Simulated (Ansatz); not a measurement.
System: sum formula H3GeO4, net charge 0, doublet state. It need not be the lowest isomer of its formula. 
Structure (B3LYP-D3(BJ)/def2-TZVP (Ansatz, a first-principles code) minimum search):
```
Ge
O 1 1.7583
H 2 0.9645 1 111.80
O 1 1.7609 2 106.44 3 -14.50
H 4 0.9637 1 113.25 2 162.60
O 1 1.7683 2 116.87 3 105.13
H 6 0.9641 1 113.21 2 69.70
O 1 1.7944 2 106.13 3 -139.79
```
Charge 0, spin multiplicity 2.

Wanted: atomisation energy (electronic, to ground-state atoms), in kcal/mol. Valence correlation only, unless marked. Open shells are spin-unrestricted. No spin-orbit coupling. Frozen are the shells of the preceding noble gas and the d and f shells that filled before the atom's block. Non-relativistic. The coupled-cluster limit lacks core correlation, which all-electron functionals hold. Basis-set limits of correlation are two-point, X^-3; Hartree-Fock from the larger set. The bracket is a focal-point correction in the basis named.

```json
[
 {"level": "revPBE-D3(BJ)/def2-TZVPD", "program": "Ansatz + dftd3", "atomisation energy (kcal/mol)": "665.3"},
 {"level": "BHLYP-D3(BJ)/def2-TZVPD", "program": "Ansatz + dftd3", "atomisation energy (kcal/mol)": "…"},
 {"level": "RPA@PBE/cc-pVQZ", "program": "Ansatz", "atomisation energy (kcal/mol)": "…"},
 {"level": "RI-MP2/CBS(cc-pVTZ,cc-pVQZ)+[CCSD(T)-MP2]/cc-pVTZ", "program": "Ansatz", "atomisation energy (kcal/mol)": "686.9"}
]
```

Task: Some entries are withheld; supply them.

Result: 
- BHLYP-D3(BJ)/def2-TZVPD, atomisation energy (kcal/mol): 632.3
- RPA@PBE/cc-pVQZ, atomisation energy (kcal/mol): 636.6
